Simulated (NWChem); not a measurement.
All runs are NWChem calculations. System: C3H9S, charge 1, spin multiplicity 1, displaced from the optimised geometry. Level: LDA (SVWN5)/def2-SVP.

The NWChem input:

```
start mol
memory heap 200 mb stack 900 mb global 1100 mb
charge 1
geometry units angstroms nocenter noautoz noautosym
  C     -0.005019    -0.877186     1.446691
  S     -0.500118     0.163912     0.000000
  C     -0.005019    -0.877186    -1.446691
  C      0.775555     1.503538     0.000000
  H      1.078889    -1.183419     1.368632
  H     -0.686104    -1.777869     1.453964
  H     -0.191466    -0.262337     2.375316
  H      1.078889    -1.183419    -1.368632
  H     -0.191466    -0.262337    -2.375316
  H     -0.686104    -1.777869    -1.453964
  H      1.816238     1.065847     0.000000
  H      0.594953     2.131913    -0.920693
  H      0.594953     2.131913     0.920693
end
basis spherical
  * library def2-svp
end
dft
  xc slater vwn_5
  semidirect memsize 60000000 filesize 0
  iterations 100
end
task dft gradient
```

NWChem printed:

```
             Northwest Computational Chemistry Package (NWChem) 7.3.0
             --------------------------------------------------------

                                NWChem Input Module
                                -------------------

 Scaling coordinates for geometry "geometry" by  1.889725989
 (inverse scale =  0.529177249)

                             Geometry "geometry" -> ""
                             -------------------------

 Output coordinates in angstroms (scale by  1.889725989 to convert to a.u.)

  No.       Tag          Charge          X              Y              Z
 ---- ---------------- ---------- -------------- -------------- --------------
    1 C                    6.0000    -0.00501900    -0.87718600     1.44669100
    2 S                   16.0000    -0.50011800     0.16391200     0.00000000
    3 C                    6.0000    -0.00501900    -0.87718600    -1.44669100
    4 C                    6.0000     0.77555500     1.50353800     0.00000000
    5 H                    1.0000     1.07888900    -1.18341900     1.36863200
    6 H                    1.0000    -0.68610400    -1.77786900     1.45396400
    7 H                    1.0000    -0.19146600    -0.26233700     2.37531600
    8 H                    1.0000     1.07888900    -1.18341900    -1.36863200
    9 H                    1.0000    -0.19146600    -0.26233700    -2.37531600
   10 H                    1.0000    -0.68610400    -1.77786900    -1.45396400
   11 H                    1.0000     1.81623800     1.06584700     0.00000000
   12 H                    1.0000     0.59495300     2.13191300    -0.92069300
   13 H                    1.0000     0.59495300     2.13191300     0.92069300

 Effective nuclear repulsion energy (a.u.)     182.3765143138

            Nuclear Dipole moment (a.u.)
            ----------------------------
        X                 Y               Z
 ---------------- ---------------- ----------------
    -0.0000075589     0.0000207870     0.0000000000


 Summary of "ao basis" -> "" (spherical)
 ------------------------------------------------------------------------------
[...]
                     number of shells:    53
          Convergence on energy requested:  1.00D-06
          Convergence on density requested:  1.00D-05
          Convergence on gradient requested:  5.00D-04

              XC Information
              --------------
                        Slater Exchange Functional  1.000 local
                      VWN V Correlation Functional  1.000 local

             Grid Information
             ----------------
          Grid used for XC integration:  medium
          Radial quadrature: Mura-Knowles
          Angular quadrature: Lebedev.
          Tag              B.-S. Rad. Rad. Pts. Rad. Cut. Ang. Pts.
          ---              ---------- --------- --------- ---------
          C                   0.70       49          11.0       434
          S                   1.00       88           8.0       590
          H                   0.35       45          12.0       434
          Grid pruning is: on
          Number of quadrature shells:   640
          Spatial weights used:  Erf1

          Convergence Information
          -----------------------
          Convergence aids based upon iterative change in
          total energy or number of iterations.
          Levelshifting, if invoked, occurs when the
          HOMO/LUMO gap drops below (HL_TOL):  1.00D-02
          DIIS, if invoked, will attempt to extrapolate
          using up to (NFOCK): 10 stored Fock matrices.

                    Damping( 0%)  Levelshifting(0.5)       DIIS
                  --------------- ------------------- ---------------
          dE  on:    start            ASAP                start
          dE off:    2 iters        100 iters           100 iters

      Screening Tolerance Information
      -------------------------------
          Density screening/tol_rho:  1.00D-10
          AO Gaussian exp screening on grid/accAOfunc:  14
          CD Gaussian exp screening on grid/accCDfunc:  20
          XC Gaussian exp screening on grid/accXCfunc:  20
          Schwarz screening/accCoul:  1.00D-08

                            NWChem DFT Gradient Module
                            --------------------------

  charge          =   1.00
  wavefunction    = closed shell

                         DFT ENERGY GRADIENTS

    atom               coordinates                        gradient
                 x          y          z           x          y          z
   1 C      -0.009485  -1.657641   2.733850    0.001219  -0.004541   0.006816
   2 S      -0.945086   0.309749   0.000000   -0.021673   0.007101   0.000000
   3 C      -0.009485  -1.657641  -2.733850    0.001220  -0.004541  -0.006815
   4 C       1.465586   2.841275   0.000000    0.004898   0.006685   0.000000
   5 H       2.038805  -2.236338   2.586339    0.010962  -0.003623   0.000079
   6 H      -1.296549  -3.359685   2.747594   -0.006559  -0.009573   0.000907
   7 H      -0.361818  -0.495745   4.488696   -0.001621   0.005554   0.010101
   8 H       2.038805  -2.236338  -2.586339    0.010962  -0.003624  -0.000079
   9 H      -0.361818  -0.495745  -4.488696   -0.001621   0.005555  -0.010102
  10 H      -1.296549  -3.359685  -2.747594   -0.006559  -0.009573  -0.000907
  11 H       3.432192   2.014159   0.000000    0.010995  -0.003530   0.000000
  12 H       1.124298   4.028731  -1.739857   -0.001112   0.007054  -0.009188
  13 H       1.124298   4.028731   1.739857   -0.001112   0.007054   0.009188

                 ----------------------------------------
                 |  Time  |  1-e(secs)   |  2-e(secs)   |
                 ----------------------------------------
                 |  CPU   |       0.02   |       3.33   |
                 ----------------------------------------
                 |  WALL  |       0.02   |       3.33   |
                 ----------------------------------------

 Task  times  cpu:       11.1s     wall:       11.1s

 Total times  cpu:       11.2s     wall:       11.2s
```
